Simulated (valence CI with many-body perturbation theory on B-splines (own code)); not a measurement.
**Cd XLII: calculated level list**

Level of theory: configuration interaction combined with many-body perturbation theory (CI+MBPT): five valence electrons over a frozen Dirac-Fock core [He], a basis of 11 s, 11 p, 10 d, 8 f, 5 g, 2 h functions for each j, with the one-electron correlation potential Σ1 (screened to all orders), the two-electron term Σ2, the three-electron term Σ3, Breit, model QED; selected single and double excitations, second order for the rest, scaled by the run's own slope (own B-spline code, finite nucleus).

No measured spectrum was set against this ion. As an estimate, large intervals hold to a few tenths of a per cent, small ones and those within an open d or f shell to about a per cent. Among the levels kept, up to 7100 cm⁻¹ of a level comes from second order outside the variational space, and about a tenth of that is noise between levels of different J, which matters for small intervals.

Levels 46 to 90 of 205, with energies above the lowest level, (2s^2 2p1/2^2 2p3/2) J=3/2. "Leading %" is the weight of the configuration and term that name the level; weights of strongly mixed levels are sums over their largest components and can fall short. In the jj column 3d3/2^4 stands for four electrons in 3d with j = 3/2. Lifetimes count E1, E2, E3, M1 and M2 decay at the calculated energies, and are blank where another channel may lead or the interval is too uncertain; long ones can be off by a factor of two.

| No. | Configuration | Term | J | E (eV) | Leading % | g | Second component | Lifetime | Leading jj |
| --- | --- | --- | --- | --- | --- | --- | --- | --- | --- |
| 46 | 2s2 2p2 3d | 2G | 9/2 | 3951.1 | 58 | 1.193 | 41 % 2s2 2p2 3d 4F | 75.3 ps | 2s^2 2p1/2 2p3/2 3d5/2 (99 %) |
| 47 | 2s2 2p2 3d | 4D | 5/2 | 3951.5 | 32 | 1.164 | 31 % 2s2 2p2 3d 2F | 3.72 fs | 2s^2 2p1/2 2p3/2 3d5/2 (65 %) |
| 48 | 2s2 2p2 3d | 4P | 1/2 | 3953.3 | 40 | 1.834 | 29 % 2s2 2p2 3d 2S | 3.02 fs | 2s^2 2p1/2 2p3/2 3d3/2 (96 %) |
| 49 | 2s2 2p2 3s | 4P | 5/2 | 3955.0 | 36 | 1.342 | 24 % 2s2 2p2 3d 2D | 5.83 fs | 2s^2 2p3/2^2 3s (60 %) |
| 50 | 2s 2p3 3s | 4D° | 1/2 | 3960.9 | 41 | 0.720 | 35 % 2s 2p3 3s 2P° | 29.5 fs | 2s 2p1/2^2 2p3/2 3s (93 %) |
| 51 | 2s 2p3 3p | 6P | 3/2 | 3961.7 | 28 | 1.718 | 21 % 2s 2p3 3p 4P | 108 fs | 2s 2p1/2^2 2p3/2 3p1/2 (77 %) |
| 52 | 2s 2p3 3s | 2P° | 3/2 | 3963.9 | 29 | 1.360 | 21 % 2s 2p3 3s 2D° | 56.5 fs | 2s 2p1/2^2 2p3/2 3s (95 %) |
| 53 | 2s2 2p2 3s | 2P | 3/2 | 3965.1 | 40 | 1.176 | 29 % 2s2 2p2 3s 2D | 14.0 fs | 2s^2 2p3/2^2 3s (77 %) |
| 54 | 2s 2p3 3p | 6P | 5/2 | 3965.2 | 19 | 1.433 | 14 % 2s 2p3 3p 4P | 87.2 fs | 2s 2p1/2^2 2p3/2 3p1/2 (75 %) |
| 55 | 2s2 2p2 3d | 2D | 5/2 | 3967.5 | 40 | 1.279 | 17 % 2s2 2p2 3s 4P | 5.25 fs | 2s^2 2p1/2 2p3/2 3d5/2 (58 %) |
| 56 | 2s2 2p2 3d | 2F | 7/2 | 3967.9 | 61 | 1.105 | 23 % 2s2 2p2 3d 2G | 2.92 fs | 2s^2 2p1/2 2p3/2 3d5/2 (91 %) |
| 57 | 2s2 2p2 3d | 2D | 3/2 | 3970.2 | 55 | 0.984 | 23 % 2s2 2p2 3d 2P | 4.94 fs | 2s^2 2p1/2 2p3/2 3d5/2 (85 %) |
| 58 | 2s2 2p2 3d | 2P | 1/2 | 3971.7 | 64 | 1.089 | 27 % 2s2 2p2 3d 2S | 3.63 fs | 2s^2 2p1/2 2p3/2 3d5/2 (93 %) |
| 59 | 2s2 2p2 3s | 2S | 1/2 | 3997.1 | 68 | 1.942 | 16 % 2s2 2p2 3s 4P | 55.3 fs | 2s^2 2p3/2^2 3s (93 %) |
| 60 | 2s 2p3 3p | 4D | 1/2 | 4014.8 | 33 | 1.073 | 27 % 2s 2p3 3p 2P | 57.9 fs | 2s 2p1/2^2 2p3/2 3p1/2 (90 %) |
| 61 | 2s 2p3 3p | 2D | 3/2 | 4016.9 | 30 | 0.932 | 28 % 2s 2p3 3p 4F | 46.9 fs | 2s 2p1/2^2 2p3/2 3p1/2 (95 %) |
| 62 | 2s 2p3 3p | 6P | 7/2 | 4017.9 | 42 | 1.501 | 40 % 2s 2p3 3p 4D | 971 fs | 2s 2p1/2^2 2p3/2 3p3/2 (94 %) |
| 63 | 2s 2p3 3p | 4P | 3/2 | 4024.4 | 38 | 1.595 | 23 % 2s 2p3 3p 2P | 16.8 fs | 2s 2p1/2^2 2p3/2 3p3/2 (94 %) |
| 64 | 2s2 2p2 3p | 2P° | 3/2 | 4025.6 | 26 | 1.426 | 22 % 2s2 2p2 3p 4P° | 973 fs | 2s^2 2p3/2^2 3p1/2 (96 %) |
| 65 | 2s2 2p2 3p | 2D° | 5/2 | 4029.1 | 43 | 1.181 | 24 % 2s2 2p2 3p 2F° | 2.39 ps | 2s^2 2p3/2^2 3p1/2 (96 %) |
| 66 | 2s 2p3 3p | 4P | 5/2 | 4034.3 | 37 | 1.465 | 22 % 2s 2p3 3p 2D | 18.5 fs | 2s 2p1/2^2 2p3/2 3p3/2 (92 %) |
| 67 | 2s 2p3 3p | 4P | 1/2 | 4038.5 | 40 | 1.745 | 29 % 2s 2p3 3p 2P | 9.43 fs | 2s 2p1/2^2 2p3/2 3p3/2 (89 %) |
| 68 | 2s2 2p2 3p | 2P° | 1/2 | 4059.8 | 69 | 0.747 | 15 % 2s2 2p2 3p 4D° | 1.44 ps | 2s^2 2p3/2^2 3p1/2 (82 %) |
| 69 | 2s2 2p2 3p | 2D° | 5/2 | 4072.4 | 48 | 1.311 | 32 % 2s2 2p2 3p 4P° | 721 fs | 2s^2 2p3/2^2 3p3/2 (90 %) |
| 70 | 2s2 2p2 3p | 4D° | 7/2 | 4072.8 | 55 | 1.307 | 39 % 2s2 2p2 3p 2F° | 1.79 ps | 2s^2 2p3/2^2 3p3/2 (92 %) |
| 71 | 2s2 2p2 3p | 2P° | 1/2 | 4076.8 | 68 | 1.134 | 19 % 2s2 2p2 3p 2S° | 2.22 ps | 2s^2 2p3/2^2 3p3/2 (82 %) |
| 72 | 2s 2p3 3p | 2D | 5/2 | 4076.9 | 25 | 1.233 | 18 % 2s 2p3 3p 4F | 26.4 fs | 2s 2p1/2^2 2p3/2 3p3/2 (96 %) |
| 73 | 2s 2p3 3d | 6D° | 5/2 | 4078.4 | 31 | 1.364 | 27 % 2s 2p3 3d 4D° | 36.7 fs | 2s 2p1/2^2 2p3/2 3d3/2 (87 %) |
| 74 | 2s 2p3 3d | 6D° | 3/2 | 4080.8 | 40 | 1.500 | 19 % 2s 2p3 3d 4P° | 25.4 fs | 2s 2p1/2^2 2p3/2 3d3/2 (93 %) |
| 75 | 2s 2p3 3d | 6D° | 7/2 | 4081.3 | 34 | 1.353 | 22 % 2s 2p3 3d 4F° | 229 fs | 2s 2p1/2^2 2p3/2 3d3/2 (75 %) |
| 76 | 2s 2p3 3d | 6D° | 1/2 | 4081.8 | 43 | 2.587 | 39 % 2s 2p3 3d 4P° | 82.9 fs | 2s 2p1/2^2 2p3/2 3d3/2 (93 %) |
| 77 | 2s 2p3 3s | 4D° | 5/2 | 4084.6 | 40 | 1.580 | 37 % 2s 2p3 3s 6S° | 62.2 fs | 2s 2p1/2 2p3/2^2 3s (83 %) |
| 78 | 2s 2p3 3p | 2P | 3/2 | 4085.1 | 25 | 1.209 | 20 % 2s 2p3 3p 4D | 28.5 fs | 2s 2p1/2^2 2p3/2 3p3/2 (94 %) |
| 79 | 2s 2p3 3p | 4P | 1/2 | 4088.6 | 48 | 1.819 | 13 % 2s 2p3 3p 2S | 279 fs | 2s 2p1/2^2 2p3/2 3p3/2 (95 %) |
| 80 | 2s 2p3 3d | 6D° | 9/2 | 4091.8 | 43 | 1.390 | 40 % 2s 2p3 3d 4F° | 54.7 ps | 2s 2p1/2^2 2p3/2 3d5/2 (94 %) |
| 81 | 2s 2p3 3s | 4S° | 3/2 | 4097.5 | 30 | 1.378 | 20 % 2s 2p3 3s 4D° | 36.8 fs | 2s 2p1/2 2p3/2^2 3s (67 %) |
| 82 | 2s2 2p2 3p | 2P° | 3/2 | 4105.1 | 46 | 1.351 | 10 % 2s 2p3 3s 4S° | 71.8 fs | 2s^2 2p3/2^2 3p3/2 (68 %) |
| 83 | 2s 2p3 3d | 4D° | 5/2 | 4107.8 | 36 | 1.347 | 19 % 2s 2p3 3d 2D° | 7.09 fs | 2s 2p1/2^2 2p3/2 3d5/2 (92 %) |
| 84 | 2s 2p3 3d | 4D° | 3/2 | 4110.4 | 32 | 1.100 | 15 % 2s 2p3 3d 2D° | 12.0 fs | 2s 2p1/2^2 2p3/2 3d5/2 (75 %) |
| 85 | 2s 2p3 3s | 4D° | 7/2 | 4111.7 | 48 | 1.346 | 22 % 2s 2p3 3d 4D° | 4.69 fs | 2s 2p1/2 2p3/2^2 3s (48 %) |
| 86 | 2s2 2p2 3p | 2P° | 3/2 | 4116.6 | 56 | 1.305 | 13 % 2s2 2p2 3p 2D° | 369 fs | 2s^2 2p3/2^2 3p3/2 (91 %) |
| 87 | 2s 2p3 3s | 4D° | 7/2 | 4120.6 | 46 | 1.339 | 15 % 2s 2p3 3d 2F° | 11.4 fs | 2s 2p1/2 2p3/2^2 3s (46 %) |
| 88 | 2s 2p3 3d | 4D° | 1/2 | 4124.5 | 57 | 0.517 | 25 % 2s 2p3 3d 2P° | 4.66 fs | 2s 2p1/2^2 2p3/2 3d5/2 (87 %) |
| 89 | 2s 2p3 3s | 2D° | 5/2 | 4129.5 | 75 | 1.229 | 20 % 2s 2p3 3s 4D° | 27.2 fs | 2s 2p1/2 2p3/2^2 3s (96 %) |
| 90 | 2s 2p3 3d | 2F° | 5/2 | 4137.1 | 30 | 0.902 | 30 % 2s 2p3 3d 4G° | 81.9 fs | 2s 2p1/2^2 2p3/2 3d3/2 (96 %) |
